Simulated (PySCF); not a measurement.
Ga(F)(Cl)(vinyl) (C2H3ClFGa), SMILES C=[CH][Ga]([F])[Cl]. Atoms are numbered in the order given.

```xyz
8

Ga    -0.1395    -0.2804     0.2405
F     -0.6275    -1.0991     1.7062
Cl     0.5731     1.7086     0.5511
C     -0.2092    -1.0566    -1.5167
C      0.2129    -0.3340    -2.5628
H     -0.5836    -2.0744    -1.6736
H      0.1974    -0.7294    -3.5862
H      0.5940     0.6874    -2.4422
```

The structure is a stationary point at ωB97X-D3(BJ)/def2-SVP. The structure was generated by enumeration; whether it is a known compound was not checked. The values are those of a single conformer.

Two levels are set side by side: PBE/pcSseg-1 (PySCF) and B3LYP/pcSseg-1 (PySCF). GIAO shifts against CFCl3 (¹⁹F), HCl (³⁵Cl), TMS (¹H), TMS (¹³C) at the same level; non-relativistic, no solvent, atoms listed together averaged. Without spin–orbit terms, shifts of atoms bonded to Cl or Br come out too high at both levels. Differences are taken from unrounded values.

```csv
quantity,B3LYP,PBE,PBE minus B3LYP
δ(¹⁹F) of F2 (ppm),-132.7,-131.2,1.4
δ(³⁵Cl) of Cl3 (ppm),6.9,33.9,27.0
δ(¹³C) of C4 (ppm),141.2,140.6,-0.5
δ(¹³C) of C5 (ppm),160.3,158.1,-2.2
δ(¹H) of H6 (ppm),6.52,6.62,0.10
```

Rough cost on one machine, each run with all the roots and properties that it gave: B3LYP against PBE about 2 times.
